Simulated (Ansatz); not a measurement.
A run for Ansatz (a program for electronic structure): R-PBE0/def2-TZVPP on O2S2 (SMILES O=S(=O)=S).

Ansatz 0.2 input:
```yaml
crystal:
  periodic: [false, false, false]
  atoms:
    - {symbol: S, position_ang: [0.00000000, -0.00000000, -0.10756832]}
    - {symbol: S, position_ang: [-0.00000000, 0.00000000, 1.77375588]}
    - {symbol: O, position_ang: [1.18539804, 0.35557999, -0.83309378]}
    - {symbol: O, position_ang: [-1.18539804, -0.35557999, -0.83309378]}
basis:
  gaussian:
    orbitals: def2-TZVPP
hamiltonian:
  xc: {name: PBE0}
scf: {lower_state_search: off}
```

Program output:

```
WARN ansatz: RAYON_NUM_THREADS=4 ignored (pool sized by the plan → 4); use --threads N
Functional definition: PBE0
these checks for a lower state are left out or cut short: stability, starts, cluster_reference, orbital_swaps, neighbouring_geometries, increment
integrals: 0.07 GiB planned
932 factors; their error is unknown
mean field: 0.58 GiB planned
mean field evaluation 1: about -25747.3445 eV, gradient 6.6e1 eV
mean field evaluation 2: about -25722.2394 eV, gradient 1.4e2 eV
mean field evaluation 4: about -25754.0694 eV, gradient 9.8e0 eV
mean field evaluation 8: about -25754.3469 eV, gradient 1.6e-1 eV
mean field evaluation 16: about -25754.3469 eV, gradient 4.5e-6 eV
mean field -25754.34688376 eV, -946.4547910551 hartree, gradient 4.5e-6 eV, S^2 0.000000; 0 other end points of the search recorded, 0 dependent functions left out
reference -25754.34690310 eV, -946.4547917656 hartree; 24, 24 occupied and 122, 122 virtual orbitals, 932 factors
Total energy: -25754.34690310 eV, -946.4547917656 hartree
Checks for a lower state left out: stability, starts, cluster_reference, orbital_swaps, neighbouring_geometries, increment
```

The calculation finished and met its thresholds.

Cost: around 2.0 core-seconds (rough).
